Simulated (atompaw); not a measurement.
**Plane-wave convergence, PAW (atompaw) potential for platinum (Pt)**

- Element: Pt
- Generator: atompaw 4.2.0.5
- Type: PAW
- Functional: PBE
- Relativity: non-relativistic
- Frozen core: [Kr] 4d10 4f14
- Valence charge: 18
- Reference configuration: 5s2 5p6 5d9 6s1 6p0
- Partial waves: 5s (bound): rc 1.50 bohr; 6s (bound): rc 1.60 bohr; 5p (bound): rc 1.95 bohr; 6p (bound, empty): rc 1.95 bohr; 5d (bound): rc 1.95 bohr; 5d channel at 0.3 Ry: rc 1.95 bohr
- Local potential: troulliermartins scheme with l = 3 at 0 Ry, radius 1.40 bohr
- Core correction: smooth core density matched at 1.45 bohr
- Augmentation charge: besselshape compensation charge, radius 1.65 bohr; PAW radius 1.95 bohr; waves and projectors: custom polynom2 7 10 vanderbiltortho

The pseudo-atom Hamiltonian at the reference potential is diagonalised in spherical Bessel functions j_l(qr) that vanish at 20 bohr, with q² up to the cutoff. All-electron valence levels (Ry): 5s -5.8834, 6s -0.3017, 5p -3.7511, 6p -0.0639, 5d -0.5309.

**Question.** How do the lowest levels (Ry) of each channel move with the cutoff, and are there ghosts?

**Answer.**

```
cutoff (Ry)      s #1     s #2     s #3    s #4     p #1     p #2    p #3     d #1    d #2    f #1    f #2  Σ f·Δε (mRy)
          8   -5.6336  -0.2703   0.0126  0.1193  -2.9728  -0.0401  0.0620  -0.0432  0.0662  0.1080  0.2312        9589.7
         12   -5.8447  -0.2962   0.0098  0.1150  -3.5968  -0.0582  0.0550  -0.3562  0.0590  0.1080  0.2312        2580.5
         21   -5.8831  -0.3016   0.0092  0.1142  -3.7503  -0.0637  0.0532  -0.5292  0.0580  0.1080  0.2311          21.1
         30   -5.8832  -0.3016   0.0092  0.1142  -3.7511  -0.0638  0.0532  -0.5307  0.0580  0.1080  0.2311           2.6
         45   -5.8833  -0.4725  -0.3016  0.0092  -3.7511  -0.0638  0.0532  -0.5307  0.0580  0.1080  0.2311           1.6
         55   -7.1826  -5.8833  -0.3016  0.0092  -3.7511  -0.0638  0.0532  -0.5308  0.0580  0.1080  0.2311           1.4
         80  -14.1485  -5.8833  -0.3016  0.0092  -3.7511  -0.0638  0.0532  -0.5308  0.0580  0.1080  0.2311           0.9
        100  -15.6128  -5.8834  -0.3016  0.0092  -3.7511  -0.0638  0.0532  -0.5308  0.0580  0.1080  0.2311           0.6
        400  -15.8838  -5.8834  -0.3017  0.0092  -3.7511  -0.0638  0.0532  -0.5309  0.0580  0.1080  0.2311           0.0
```

Result: ghost state, extra bound levels that the all-electron valence spectrum of the same l lacks: s at -216.1 eV (a true bound ghost makes a file unfit for plane-wave use); 10 mRy is reached at 25 Ry and 1 mRy at 80 Ry.
